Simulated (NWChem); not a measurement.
System: BGeH5O2; SMILES O[B](O)[GeH3]

The following NWChem deck was run.

```
start job
memory heap 200 mb stack 900 mb global 1100 mb
geometry units angstroms noautoz
  B     -0.000270    -1.069309     0.000929
  Ge     0.000078     1.024226    -0.002082
  H     -0.036688     1.591064    -1.438060
  H     -1.228041     1.604402     0.733477
  H      1.264375     1.603118     0.670719
  O      1.149393    -1.787886    -0.005498
  H      1.943318    -1.248318     0.009963
  O     -1.149618    -1.788461    -0.005599
  H     -1.944195    -1.249900     0.009834
end
basis spherical
  B library 6-31g*
  Ge library 6-31g*
  H library 6-31g*
  O library 6-31g*
end
dft
  xc hfexch
  iterations 150
  mulliken
end
task dft energy
```

Coordinates come from a PBE0/def2-SVP optimisation.

Q: What results follow from this input? (Hartree-Fock/6-31G* (spherical d).) Quantities: basis functions; energy (Ha); highest occupied level (eV); orbital gap (eV); dipole (D).

A: The number of basis functions is 84 and the energy (Ha) comes out as -2252.47. The highest occupied level (eV) comes out as -11.01 and the orbital gap (eV) is 14.44. The dipole (D) comes out as 1.77.
